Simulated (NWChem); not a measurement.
System: BeSiH$_{4}$SO; SMILES [SiH3][O][Be][SH]

Input file for NWChem:

```
start job
memory heap 200 mb stack 900 mb global 1100 mb
geometry units angstroms noautosym nocenter noautoz
  Be    -0.037663    -0.780627     0.077404
  S     -0.064696    -2.691001     0.126924
  H      1.257360    -2.759798    -0.205076
  O     -0.039357     0.640051     0.046233
  Si    -0.010528     2.305528    -0.001257
  H     -0.899489     2.802099    -1.108309
  H      1.395389     2.780425    -0.248356
  H     -0.495622     2.862764     1.308849
end
basis spherical
  Be library def2-svp
  S library def2-svp
  H library def2-svp
  O library def2-svp
  Si library def2-svp
end
dft
  xc xcamb88 1.00 lyp 0.81 vwn_5 0.19 hfexch 1.00
  cam 0.33 cam_alpha 0.19 cam_beta 0.46
  iterations 150
end
property
  efieldgrad
end
task dft property
```

Output (shortened):

```
             Northwest Computational Chemistry Package (NWChem) 7.3.0
             --------------------------------------------------------

                             Geometry "geometry" -> ""
                             -------------------------

 Output coordinates in angstroms (scale by  1.889725989 to convert to a.u.)

  No.       Tag          Charge          X              Y              Z
 ---- ---------------- ---------- -------------- -------------- --------------
    1 Be                   4.0000    -0.03766300    -0.78062700     0.07740400
    2 S                   16.0000    -0.06469600    -2.69100100     0.12692400
    3 H                    1.0000     1.25736000    -2.75979800    -0.20507600
    4 O                    8.0000    -0.03935700     0.64005100     0.04623300
    5 Si                  14.0000    -0.01052800     2.30552800    -0.00125700
    6 H                    1.0000    -0.89948900     2.80209900    -1.10830900
    7 H                    1.0000     1.39538900     2.78042500    -0.24835600
    8 H                    1.0000    -0.49562200     2.86276400     1.30884900

 Effective nuclear repulsion energy (a.u.)     155.2097398080

                              NWChem Property Module
                              ----------------------

  itol2e modified to match energy
  convergence criterion.

                                 NWChem DFT Module
                                 -----------------

 Summary of "ao basis" -> "ao basis" (spherical)
 ------------------------------------------------------------------------------
       Tag                 Description            Shells   Functions and Types
 ---------------- ------------------------------  ------  ---------------------
 Be                         def2-svp                 5        9   3s2p
 S                          def2-svp                 8       18   4s3p1d
 H                          def2-svp                 3        5   2s1p
 O                          def2-svp                 6       14   3s2p1d
 Si                         def2-svp                 8       18   4s3p1d

  itol2e modified to match energy
  convergence criterion.

            General Information
            -------------------
          SCF calculation type: DFT
          Wavefunction type:  closed shell.
          No. of atoms     :     8
          No. of electrons :    46
           Alpha electrons :    23
            Beta electrons :    23
          Charge           :     0
          Spin multiplicity:     1
          Use of symmetry is: off; symmetry adaption is: off
          Maximum number of iterations: 150
          AO basis - number of functions:    79
                     number of shells:    39
          Convergence on energy requested:  1.00D-07
          Convergence on density requested:  1.00D-05
          Convergence on gradient requested:  5.00D-04

              XC Information
              --------------
                     Hartree-Fock (Exact) Exchange  1.000
                   CAM-Becke88 Exchange Functional  1.000
                      VWN V Correlation Functional  0.190 local
              Lee-Yang-Parr Correlation Functional  0.810

           Range-Separation Parameters
           ---------------------------
           Alpha           :  0.19
           Beta            :  0.46
           Gamma           :  0.33
           Short-Range HF  :     F

             Grid Information
             ----------------
          Grid used for XC integration:  fine
          Radial quadrature: Mura-Knowles
          Angular quadrature: Lebedev.
          Tag              B.-S. Rad. Rad. Pts. Rad. Cut. Ang. Pts.
          ---              ---------- --------- --------- ---------
          Be                  1.05       70          11.0       590
          S                   1.00      123          13.0       770
          H                   0.35       60          14.0       590
          O                   0.60       70          10.0       590
          Si                  1.10      123          13.0       770
          Grid pruning is: on
          Number of quadrature shells:   626
          Spatial weights used:  Erf1

      Superposition of Atomic Density Guess
      -------------------------------------

 Sum of atomic energies:        -777.32785956

      Non-variational initial energy
      ------------------------------

 Total energy =    -778.341984
 1-e energy   =   -1382.203632
 2-e energy   =     448.651909
 HOMO         =      -0.334194
 LUMO         =      -0.022053

   convergence    iter        energy       DeltaE   RMS-Dens  Diis-err
 ---------------- ----- ----------------- --------- --------- ---------
 d= 0,ls=0.0,diis     1   -779.7888139891 -9.35D+02  1.37D-02  7.61D-01
 d= 0,ls=0.0,diis     2   -779.7655731754  2.32D-02  6.69D-03  1.26D+00
 d= 0,ls=0.0,diis     3   -779.8824251945 -1.17D-01  1.22D-03  1.65D-02
 d= 0,ls=0.0,diis     4   -779.8843133531 -1.89D-03  3.93D-04  8.15D-04
 d= 0,ls=0.0,diis     5   -779.8844612812 -1.48D-04  1.26D-04  4.09D-05
  Resetting Diis
 d= 0,ls=0.0,diis     6   -779.8844708454 -9.56D-06  3.48D-05  4.29D-06
 d= 0,ls=0.0,diis     7   -779.8844718734 -1.03D-06  9.01D-06  1.23D-07
 d= 0,ls=0.0,diis     8   -779.8844719211 -4.77D-08  2.57D-06  3.18D-08

         Total DFT energy =     -779.884471921149
      One electron energy =    -1385.563067298347
           Coulomb energy =      510.051365729478
    Exchange-Corr. energy =      -59.582510160286
 Nuclear repulsion energy =      155.209739808005

 Numeric. integr. density =       45.999998364920

                       DFT Final Molecular Orbital Analysis
                       ------------------------------------

 Vector   21  Occ=2.000000D+00  E=-3.826450D-01
              MO Center= -3.5D-01,  1.8D+00,  1.2D-02, r^2= 3.4D+00
   Bfn.  Coefficient  Atom+Function         Bfn.  Coefficient  Atom+Function
  ----- ------------  ---------------      ----- ------------  ---------------
    38      0.360827  4 O  pz                65      0.284970  6 H  s
    41      0.278055  4 O  pz                75     -0.258990  8 H  s
    66      0.210134  6 H  s                 56     -0.203876  5 Si pz
    76     -0.190860  8 H  s                  6     -0.117223  1 Be pz
    53      0.109224  5 Si pz                36      0.091561  4 O  px

 Vector   22  Occ=2.000000D+00  E=-3.788729D-01
              MO Center=  1.7D-01,  6.4D-01,  5.3D-02, r^2= 6.6D+00
   Bfn.  Coefficient  Atom+Function         Bfn.  Coefficient  Atom+Function
  ----- ------------  ---------------      ----- ------------  ---------------
    36      0.338425  4 O  px                39      0.268606  4 O  px
    70     -0.264646  7 H  s                 21     -0.219561  2 S  py
    71     -0.206608  7 H  s                 18     -0.189077  2 S  py
    54     -0.168101  5 Si px                75      0.153278  8 H  s
    13      0.137685  2 S  s                  5     -0.131699  1 Be py

 Vector   23  Occ=2.000000D+00  E=-3.184027D-01
              MO Center= -4.9D-02, -2.4D+00,  1.2D-01, r^2= 2.2D+00
   Bfn.  Coefficient  Atom+Function         Bfn.  Coefficient  Atom+Function
  ----- ------------  ---------------      ----- ------------  ---------------
    22      0.598587  2 S  pz                19      0.418699  2 S  pz
    16      0.240204  2 S  pz                20      0.151017  2 S  px
    38     -0.122343  4 O  pz                41     -0.121779  4 O  pz
    17      0.105630  2 S  px                 6     -0.096020  1 Be pz
     9      0.068239  1 Be pz                14      0.060599  2 S  px

[...]

          -----------------------
          Electric field gradient
          -----------------------

 1 a.u. = 0.324123 10**(16) esu/cm**3  ( or statvolts/cm**2 ) = 0.97174 10**(22) v/m**2

 ------------------------------------------------------------
   Atom      X         Y         Z
 ------------------------------------------------------------
    1 Be  -0.07117  -1.47517   0.14627
 ------------------------------------------------------------

 Electric field gradient in molecular frame (a.u.)
         XX             YY             ZZ             XY             XZ             YZ
 ------------------------------------------------------------------------------------------
       -0.089657       0.152358      -0.062701       0.000744       0.007212      -0.004987

 Principal components (a.u.) and orientation
 of principal axis w.r.t. absolute frame                      Asymmetry parameter eta
 --------------------------------------------------------------------------------------
        0.152475      -0.091480      -0.060995                       0.199938

        0.002383       0.969653       0.244475
        0.999731      -0.007956       0.021807
       -0.023091      -0.244357       0.969410

 ------------------------------------------------------------
   Atom      X         Y         Z
 ------------------------------------------------------------
    2 S   -0.12226  -5.08525   0.23985
 ------------------------------------------------------------

 Electric field gradient in molecular frame (a.u.)
         XX             YY             ZZ             XY             XZ             YZ
 ------------------------------------------------------------------------------------------
       -1.599777       0.212980       1.386797       0.481482       0.792657      -0.090725

 Principal components (a.u.) and orientation
 of principal axis w.r.t. absolute frame                      Asymmetry parameter eta
 --------------------------------------------------------------------------------------
       -1.909834       1.584750       0.325085                       0.659568

        0.946035       0.244575       0.212607
       -0.224559       0.021732       0.974218
       -0.233649       0.969387      -0.075480

 ------------------------------------------------------------
   Atom      X         Y         Z
 ------------------------------------------------------------
    3 H    2.37607  -5.21526  -0.38754
 ------------------------------------------------------------

 Electric field gradient in molecular frame (a.u.)
         XX             YY             ZZ             XY             XZ             YZ
 ------------------------------------------------------------------------------------------
       -0.201005       0.098824       0.102181       0.018216       0.081232      -0.004063

 Principal components (a.u.) and orientation
 of principal axis w.r.t. absolute frame                      Asymmetry parameter eta
 --------------------------------------------------------------------------------------
       -0.222481       0.122584       0.099897                       0.101975

        0.968293       0.244574       0.050909
       -0.057968       0.021745       0.998082
       -0.242998       0.969387      -0.035233

 ------------------------------------------------------------
   Atom      X         Y         Z
 ------------------------------------------------------------
    4 O   -0.07437   1.20952   0.08737
 ------------------------------------------------------------

 Electric field gradient in molecular frame (a.u.)
         XX             YY             ZZ             XY             XZ             YZ
 ------------------------------------------------------------------------------------------
        0.309683      -0.707059       0.397376      -0.009155       0.024210       0.029222

 Principal components (a.u.) and orientation
 of principal axis w.r.t. absolute frame                      Asymmetry parameter eta
 --------------------------------------------------------------------------------------
       -0.707925       0.404226       0.303700                       0.142001

        0.009627       0.245870       0.969255
        0.999599       0.023456      -0.015878
       -0.026638       0.969019      -0.245546

 ------------------------------------------------------------
   Atom      X         Y         Z
 ------------------------------------------------------------
    5 Si  -0.01990   4.35682  -0.00238
 ------------------------------------------------------------

 Electric field gradient in molecular frame (a.u.)
         XX             YY             ZZ             XY             XZ             YZ
 ------------------------------------------------------------------------------------------
        0.237691      -0.480684       0.242993      -0.018053       0.001292       0.021314

 Principal components (a.u.) and orientation
 of principal axis w.r.t. absolute frame                      Asymmetry parameter eta
 --------------------------------------------------------------------------------------
       -0.481765       0.243723       0.238042                       0.011793

        0.025126       0.134934       0.990536
        0.999251       0.025780      -0.028859
       -0.029431       0.990519      -0.134185

 ------------------------------------------------------------
   Atom      X         Y         Z
 ------------------------------------------------------------
    6 H   -1.69979   5.29520  -2.09440
 ------------------------------------------------------------

 Electric field gradient in molecular frame (a.u.)
         XX             YY             ZZ             XY             XZ             YZ
 ------------------------------------------------------------------------------------------
       -0.001964       0.043526      -0.041562       0.039810      -0.089587       0.049838

 Principal components (a.u.) and orientation
 of principal axis w.r.t. absolute frame                      Asymmetry parameter eta
 --------------------------------------------------------------------------------------
       -0.136155       0.069993       0.066163                       0.028129

        0.589889       0.770482       0.241638
       -0.334539      -0.039167       0.941568
        0.734925      -0.636258       0.234652

 ------------------------------------------------------------
   Atom      X         Y         Z
 ------------------------------------------------------------
    7 H    2.63690   5.25424  -0.46932
 ------------------------------------------------------------

 Electric field gradient in molecular frame (a.u.)
         XX             YY             ZZ             XY             XZ             YZ
 ------------------------------------------------------------------------------------------
       -0.109935       0.045408       0.064527      -0.060266       0.031645       0.010692

 Principal components (a.u.) and orientation
 of principal axis w.r.t. absolute frame                      Asymmetry parameter eta
 --------------------------------------------------------------------------------------
       -0.136133       0.070092       0.066041                       0.029752

        0.933257       0.166090      -0.318504
        0.319483       0.021523       0.947348
       -0.164200       0.985876       0.032976

 ------------------------------------------------------------
   Atom      X         Y         Z
 ------------------------------------------------------------
    8 H   -0.93659   5.40984   2.47337
 ------------------------------------------------------------

 Electric field gradient in molecular frame (a.u.)
         XX             YY             ZZ             XY             XZ             YZ
 ------------------------------------------------------------------------------------------
        0.048572       0.037736      -0.086308       0.024361       0.057909      -0.065988

 Principal components (a.u.) and orientation
 of principal axis w.r.t. absolute frame                      Asymmetry parameter eta
 --------------------------------------------------------------------------------------
       -0.136205       0.070025       0.066180                       0.028228

       -0.321893       0.935177       0.147744
        0.374901      -0.017394       0.926902
        0.869387       0.353753      -0.345000
```

Level: CAM-B3LYP/def2-SVP. The geometry was optimised at PBE-D3(BJ)/def2-SVP. NWChem prints the field gradient with the sign opposite to the second derivative of the potential.
